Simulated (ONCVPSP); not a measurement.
## What the settings do to the ONCV potential of Be (Z = 4)

Base potential:

ONCVPSP 4.0.1 input, shortened (lines: element, Z, core and valence counts, functional; n l f; lmax; l rc ep ncon nbas qcut; lloc lpopt rc5 dvloc0; l nproj debl; icmod fcfact rcfact), LDA (Perdew-Wang 92), scalar-relativistic:

```
  Be 4.00    1    1  -001012      upf
    1    0    2.00
    2    0    1.50
    1
    0    2.05    0.00    3    8    2.80
    1    1.55    0.04    4    8    6.20
    4    5    1.30   -1.00
    0    2    2.50
    1    2    0.90
    0    0.00    0.00
```

In the p channel the program set the typed energies aside and used 0.050, 0.950 Ha.

All-electron outer shells of the reference configuration (LDA (PZ), scalar-relativistic, ld1.x):

```json
{"shell": "1s", "level (eV)": "-110.27", "outermost node (bohr)": "–", "outermost maximum (bohr)": "0.27"}
{"shell": "2s", "level (eV)": "-9.47", "outermost node (bohr)": "0.60", "outermost maximum (bohr)": "1.97"}
```

Cutoffs, loose and tight: the cutoffs (Ha) at which the residual kinetic energy of the hardest occupied pseudo-wave falls to 1 and 0.1 mHa per electron. They do not see the model core or the augmentation charge, which bear on the density cutoff. Test errors are all-electron minus pseudo excitation energies from the reference, over the configurations 2s2; 2s1; 2s1 2p1; 2s0 2p2. A dash means not determined; rows that change the core or the reference have their own tests. The largest error is taken over the tests solved by every variant that gives reliable tests at all: 2s1; 2s1 2p1; 2s2.

For the base: The cutoffs count occupied waves only; projector 2 of the s channel, the hardest unoccupied one, needs 38 Ha at the loose tolerance.

| change | outcome | cutoff, loose | cutoff, tight | bound ghosts | GHOST(+) flags above zero | largest test error (meV) |
| --- | --- | --- | --- | --- | --- | --- |
| base | generated, projector energies reset by the program | 4.1 Ha | 39 Ha | none | none | +6.5 |
| core correction polynomial model core, fcfact 0.35 | generated, projector energies reset by the program | 4.1 Ha | 39 Ha | none | none | +3.9 |
| functional PBE | generated, projector energies reset by the program | 4.1 Ha | 39 Ha | none | none | +8.6 |
| all radii scaled by about 1.14 (s 2.34, p 1.76 bohr); local potential polynomial inside 1.48 bohr (lpopt 5, dvloc0 -1 Ha) | generated, projector energies reset by the program | 3.0 Ha | 13 Ha | none | none | +7.4 |
| p: qcut 9.6 | generated, projector energies reset by the program | 4.1 Ha | 39 Ha | none | none | +6.1 |
| local potential polynomial inside 1.45 bohr (lpopt 5, dvloc0 4 Ha) | generated, projector energies reset by the program | 4.1 Ha | 39 Ha | none | none | +6.6 |
| local potential polynomial inside 1.30 bohr (lpopt 5, dvloc0 3 Ha) | generated, projector energies reset by the program | 4.1 Ha | 39 Ha | none | none | +6.6 |
| p: rc 1.68 | generated, projector energies reset by the program | 4.1 Ha | 39 Ha | none | none | +6.4 |

Task: What comes out with this change to the base: p: rc 1.28; local potential polynomial inside 1.28 bohr (lpopt 5, dvloc0 -1 Ha)?

Result: outcome: generated; cutoff, loose: 4.1 Ha; cutoff, tight: 39 Ha; bound ghosts: none; GHOST(+) flags above zero: none; largest test error (meV): +6.3.

Task: What comes out with this change to the base: s: qcut 3.8; p: qcut 8.4?

Result: outcome: generated, projector energies reset by the program; cutoff, loose: 4.8 Ha; cutoff, tight: 6.8 Ha; bound ghosts: none; GHOST(+) flags above zero: none; largest test error (meV): +6.6.
